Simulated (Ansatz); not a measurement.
`[F][Ge]([SH])([Cl])[Cl]`, relaxed with RKS PBE0-D4/def2-TZVP in Ansatz 0.2.0 from a PBE-D4/def2-SVP geometry. The force threshold is 0.005 eV/Å; the program also tests the step.

The species carries charge 0 and has multiplicity 1.

Start:

```xyz
6

F     0.132    1.326   -1.318
Ge    0.254    0.331    0.111
S    -1.556   -0.907    0.368
Cl    0.438    1.638    1.800
Cl    2.055   -0.816   -0.160
H    -1.322   -1.571   -0.802
```

Problem. By how much does the energy fall, and how many steps does the optimiser take? (Estimate.)

Solution. Ansatz gave: 0.92 kcal/mol, in 9 steps.

Problem. Which bonds change most? (Estimate.)

Solution. Ansatz gave: Ge2–Cl5 from 2.152 to 2.121 Å; Ge2–Cl4 from 2.144 to 2.115 Å; Ge2–S3 from 2.208 to 2.181 Å; F1–Ge2 from 1.746 to 1.720 Å.

Problem. Give the relaxed structure. (An estimate is asked.)

Solution. Computed: 
```xyz
6

F     0.142    1.334   -1.287
Ge    0.244    0.333    0.108
S    -1.557   -0.874    0.339
Cl    0.438    1.615    1.778
Cl    2.006   -0.813   -0.176
H    -1.274   -1.595   -0.762
```
